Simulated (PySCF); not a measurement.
# Calculated NMR data

No solvent, a single conformation, non-relativistic Hamiltonian, equivalent nuclei averaged. GFN2-xTB structure; shielding tensors at PBE0/pcSseg-1 (GIAO); B3LYP/pcJ-1 coupling constants (spin–dipole term left out of most H,H and C,H couplings); PySCF 2.14.

δ = σ(ref) − σ, references computed at the same level: 1H (σref 31.72) and 13C (σref 186.93) against TMS. Multiplet labels drop J under 1 Hz and among equivalent protons, and merge close values. Unscaled 3J(H,H) run several per cent high. Splittings of carbon signals by F and P are missing where no couplings were computed. Where no couplings were computed, multiplicities follow the n + 1 count of equivalent neighbours, and m marks all less simple cases (inequivalent or close neighbours, rings, F or P nearby). Vicinal couplings that depend on rotamer populations or ring flexing (ring, CH–CH, X–H and H–F types) are those of the one conformer. One-bond C–F couplings are unscaled and too large by tens of Hz. Shifts are as computed. Against solution values, carbons near 30 ppm lie about +3 ppm off and those near 130 ppm about +5 ppm. Of 1211 compounds with measured shifts, 218 miss one by over three times the rms of a fit or turn the order of signals round; such compounds aren't used in these exercises.

**1.** `InChI=1S/C4H7F/c1-3-4(2)5/h3-4H,1H2,2H3/t4-/m0/s1`. 1H NMR (600 MHz, computed): δ 6.05 (m, 1H), 5.86 (ddd, J = 18.3, 2.8, 2.0 Hz, 1H), 5.54 (ddd, J = 12.5, 3.7, 2.6 Hz, 1H), 5.37 (dqq, J = 55.3, 6.9, 2.7 Hz, 1H), 1.39 (dd, J = 22.2, 6.9 Hz, 3H). 13C{1H} NMR (computed): δ 147.2 (d, J = 14.6 Hz), 119.0 (d, J = 13.1 Hz), 93.0 (d, J = 229.6 Hz), 24.6 (d, J = 22.3 Hz).

**2.** tetrahydro-4H-pyran-4-one (O=C1CCOCC1, C$_{5}$H$_{8}$O$_{2}$). 1H NMR (600 MHz, computed): δ 4.10 (m, 4H), 2.33 (m, 4H). 13C{1H} NMR (computed): δ 210.0, 73.5, 47.7.

**3.** `C=C(OC)C(C)=O`, C$_{5}$H$_{8}$O$_{2}$. 1H NMR (600 MHz, computed): δ 5.72 (br s, 1H), 4.32 (br s, 1H), 3.77 (s, 3H), 2.30 (s, 3H). 13C{1H} NMR (computed): δ 199.1, 166.5, 95.4, 56.4, 29.1.

**4.** SMILES C#CCn1nc(F)cc1[SiH3], C$_{6}$H$_{7}$FN$_{2}$Si. 1H NMR (600 MHz, computed): δ 6.25 (m, 1H), 4.96 (d, 2H), 4.61 (s, 3H), 1.92 (t, 1H). 13C{1H} NMR (computed): δ 173.1 (C), 135.8 (C), 108.6 (CH), 83.4 (C), 82.8 (CH), 44.2 (CH2).
